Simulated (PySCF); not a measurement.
**Löwdin shares of the frontier orbitals**

C₇H₉F₃S.
Numbering: `[CH3:1][C@@H:2]1[CH2:3][C:4](=[S:5])[CH2:6][C@@H:7]1[C:8]([F:9])([F:10])[F:11]` (hydrogens: H12, H13, H14 on C1; H15 on C2; H16, H17 on C3; H18, H19 on C6; H20 on C7)

Structure used (PBE0-D3(BJ)/def2-SVP), in Å, numbered top down from 1:
```xyz
20
C7H9F3S angstrom
C     -1.4573   -1.0585   -0.3638
C     -0.8174   -0.0292    0.5611
C     -1.0776    1.4015    0.0719
C      0.0220    1.7005   -0.9148
S      0.0113    2.8625   -2.0420
C      1.1432    0.7196   -0.6703
C      0.7268   -0.0437    0.5883
C      1.3854   -1.3922    0.7348
F      2.6983   -1.2570    0.9542
F      1.2508   -2.1558   -0.3569
F      0.8727   -2.0748    1.7646
H     -1.0976   -0.9652   -1.4003
H     -2.5476   -0.9124   -0.3791
H     -1.2612   -2.0871   -0.0314
H     -1.2083   -0.1781    1.5790
H     -2.0762    1.5727   -0.3539
H     -0.9603    2.1177    0.9066
H      1.2071    0.0419   -1.5389
H      2.1184    1.2217   -0.5991
H      1.0508    0.5240    1.4763
```

The calculation used TDDFT B3LYP/def2-SVPD, vertical, gas phase, core orbitals frozen in the response in PySCF 2.14.0, density-fitted response routines.

Kohn–Sham orbitals with the atoms that hold most of them (Löwdin shares over 4%, at most four atoms; ? is withheld):

```json
{"orbital": "HOMO-3", "ε (eV)": "-9.80", "atoms": "C2 19%, C7 14%, C1 14%, C3 13%"}
{"orbital": "HOMO-2", "ε (eV)": "-9.77", "atoms": "C2 21%, C1 19%, H15 11%, C7 10%"}
{"orbital": "HOMO-1", "ε (eV)": "-8.07", "atoms": "S5 50%, C4 27%, C3 6%, C6 5%"}
{"orbital": "HOMO", "ε (eV)": "-6.32", "atoms": "?"}
{"orbital": "LUMO", "ε (eV)": "?", "atoms": "?"}
{"orbital": "LUMO+1", "ε (eV)": "-0.05", "atoms": "S5 12%, H20 10%, C3 8%, H17 8%"}
{"orbital": "LUMO+2", "ε (eV)": "0.63", "atoms": "S5 20%, H20 10%, H12 10%, H15 9%"}
```

Task: Give the leading atoms of the LUMO.

Result: C4 (bonded to 2 C and S) 39%; S5 (bonded to C) 38%; C3 (bonded to 2 C and 2 H) 6%; C6 (bonded to 2 C and 2 H) 6%. By element: carbon 51% or more, sulfur 38%.

Task: Which atoms hold the HOMO, and with what shares?

Result: S5 (bonded to C) 75%; C4 (bonded to 2 C and S) 13%; C3 (bonded to 2 C and 2 H) 4%; C6 (bonded to 2 C and 2 H) 4%. By element: sulfur 75%, carbon 22% or more.

Task: What is the LUMO energy, and the HOMO–LUMO gap?

Result: ε(LUMO) = -2.48 eV; the gap is 3.84 eV (0.1410 hartree).

Task: The HOMO–LUMO gap is 3.84 eV. Where does the response calculation put the lowest singlet, and from which orbitals?

Result: S1 is at 2.46 eV (f = 0.0000), 1.38 eV below the gap, made of HOMO→LUMO (100%). 

Task: Give energy, strength and leading configuration of S1, S2, S3 and S6, and follow the Löwdin shares of the leading atoms from the occupied to the empty orbital.

Result: 
- S1 (2.46 eV, f 0.0000), HOMO→LUMO (100%): S5 75% → 38%, C4 13% → 39%; low, almost dark, from the terminal sulfur into the C=S bond, the pattern of n→π*
- S2 (5.47 eV, f 0.246), HOMO-1→LUMO (93%): S5 50% → 38%, C4 27% → 39%
- S3 (5.51 eV, f 0.025), HOMO→LUMO+1 (96%): S5 75% → 12%, C4 13% → at most 8%, H20 at most 4% → 10%
- S6 (6.43 eV, f 0.0008), HOMO-2→LUMO (82%): C2 21% → at most 6%, C1 19% → at most 6%, C4 at most 10% → 39%, S5 at most 10% → 38%

One conformer stands for the species.
